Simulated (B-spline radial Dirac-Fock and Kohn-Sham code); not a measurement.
# K-line shifts caused by a second vacancy in Cd

System: the free cadmium atom, configuration [Kr] 4d10 5s2.

Method: Dirac-Fock ΔSCF + Breit + QED. Computed with a radial finite-basis atomic code. Each two-hole energy is an average over J within one jj subconfiguration, not an observable level; in light atoms, where LS coupling holds, the j-resolved values are not observed lines, and for a K spectator the Kα1 hypersatellite is nearly forbidden. Electron correlation is not included.

Lines without a spectator: Kα2 (K-L2) 22982.2 eV, Kα1 (K-L3) 23172.0 eV, Kβ3 (K-M2) 26056.2 eV, Kβ1 (K-M3) 26090.9 eV. Shifts in eV with one spectator hole (a dash: not computed, or left out as unreliable):

```csv
spectator hole,Kα2,Kα1,Kβ3,Kβ1
L2 (2p1/2),+59.9,+75.3,–,+159.8
L3 (2p3/2),+59.3,+59.2,+142.5,–
M2 (3p1/2),–,+8.45,+18.81,+22.95
M3 (3p3/2),+6.34,–,+19.61,+19.03
M4 (3d3/2),+1.05,-1.45,–,–
M5 (3d5/2),-1.88,-0.07,–,–
```

Q: Where does the K-L3 hypersatellite lie, emitted when both K electrons are missing?

A: +564.4 eV from the normal line, at 23736.3 eV. Removing both K electrons costs 54193.2 eV, which is 757.2 eV more than twice the K binding energy.

With n spectator holes in 2p, averaged over the 2p shell (energies in eV):

```
n     KαLⁿ   step  hypersatellite KαʰLⁿ
0  23108.7      –               23667.7
1  23172.3  +63.6               23732.7
2  23237.1  +64.8               23798.9
3  23303.1  +66.0               23866.4
4  23370.4  +67.3               23935.1
5  23438.9  +68.5               24005.1
```
